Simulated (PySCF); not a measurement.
## Partial charges of `C1=CC(c2ccco2)C=CO1`

Species: C9H8O2.
Z-matrix (Å and degrees, GFN2-xTB geometry), rows numbered from 1:
```
C 
C   1  1.3243
C   2  1.5087  1  122.33
C   3  1.5023  2  110.15  1   113.34
C   4  1.3645  3  130.83  2   -59.91
C   5  1.4161  4  106.17  3  -179.90
C   6  1.3591  5  105.91  4    -0.00
O   7  1.3446  6  110.62  5     0.03
C   3  1.5090  2  108.58  1    -7.33
C   9  1.3243  3  122.37  2     7.34
O   1  1.3619  2  125.29  3     2.65
H   1  1.0797  2  123.71  3  -178.39
H   2  1.0772  1  120.04  3   178.05
H   3  1.0987  2  110.50  1  -128.70
H   5  1.0708  4  126.70  3     0.10
H   6  1.0706  5  127.00  4   179.93
H   7  1.0717  6  132.12  5   179.97
H   9  1.0772  3  117.57  2  -174.56
H  10  1.0799  9  123.71  3   178.57
```

Density: PBE0/pcSseg-1 (PySCF); schemes: Mulliken, IAO, Hirshfeld and ESP-fitted. The structure is a single GFN2-xTB conformer in the gas phase; no vibrational or solvent corrections.

What partial charge does each atom carry?

In e:

| atom | environment | Mulliken | IAO | Hirshfeld | ESP-fitted |
| --- | --- | --- | --- | --- | --- |
| C1 | vinylic carbon bearing oxygen | +0.217 | +0.036 | +0.020 | +0.267 |
| C2 | alkene CH carbon | -0.197 | -0.222 | -0.076 | -0.812 |
| C3 | benzylic-type carbon | -0.146 | -0.125 | -0.030 | +1.026 |
| C4 | substituted aromatic carbon | +0.215 | +0.156 | +0.059 | -0.090 |
| C5 | aromatic CH carbon | -0.137 | -0.228 | -0.095 | -0.093 |
| C6 | aromatic CH carbon | -0.147 | -0.220 | -0.091 | -0.397 |
| C7 | aromatic CH next to a ring oxygen | +0.147 | -0.006 | -0.002 | +0.072 |
| O8 | furan-type oxygen | -0.378 | -0.233 | -0.064 | -0.238 |
| C9 | alkene CH carbon | -0.197 | -0.222 | -0.076 | -0.795 |
| C10 | vinylic carbon bearing oxygen | +0.217 | +0.036 | +0.020 | +0.250 |
| O11 | cyclic ether oxygen | -0.429 | -0.292 | -0.094 | -0.335 |
| H12 | vinylic hydrogen | +0.111 | +0.167 | +0.059 | +0.115 |
| H13 | vinylic hydrogen | +0.106 | +0.163 | +0.050 | +0.243 |
| H14 | methine hydrogen | +0.144 | +0.156 | +0.044 | -0.088 |
| H15 | aromatic hydrogen | +0.075 | +0.168 | +0.051 | +0.159 |
| H16 | aromatic hydrogen | +0.089 | +0.166 | +0.056 | +0.215 |
| H17 | aromatic hydrogen | +0.093 | +0.170 | +0.061 | +0.144 |
| H18 | vinylic hydrogen | +0.106 | +0.163 | +0.050 | +0.238 |
| H19 | vinylic hydrogen | +0.111 | +0.167 | +0.059 | +0.119 |

Mean size of the charges over all atoms: ESP-fitted 0.300 e, Mulliken 0.172 e, IAO 0.163 e, Hirshfeld 0.056 e. Each set sums to the total charge, 0, to within 0.001 e. The IAO scheme counts the electrons in orthogonalised intrinsic atomic orbitals, a minimal basis polarised so that it spans the occupied orbitals exactly. The Hirshfeld scheme weights the molecular density at each point by an atom's share of the summed free-atom densities.

Lowest charge. The schemes don't all agree: Mulliken O11 (-0.429); IAO O11 (-0.292); Hirshfeld C5 (-0.095); ESP-fitted C2 (-0.812).

Highest charge. The schemes don't all agree: Mulliken C1 and C10 (+0.217); IAO H17 (+0.170); Hirshfeld H17 (+0.061); ESP-fitted C3 (+1.026).

How closely do the schemes follow one another over all atoms?

Correlation coefficient and root-mean-square difference: IAO with Hirshfeld 0.99, 0.118 e; Mulliken with IAO 0.87, 0.098 e; Mulliken with Hirshfeld 0.85, 0.146 e; Hirshfeld with ESP-fitted 0.54, 0.373 e; IAO with ESP-fitted 0.51, 0.348 e; Mulliken with ESP-fitted 0.46, 0.357 e.

Sum the charges by element.

```tsv
element	atoms	Mulliken	IAO	Hirshfeld	ESP-fitted
C	9	-0.028	-0.795	-0.272	-0.572
O	2	-0.807	-0.525	-0.158	-0.574
H	8	+0.835	+1.320	+0.430	+1.145
```
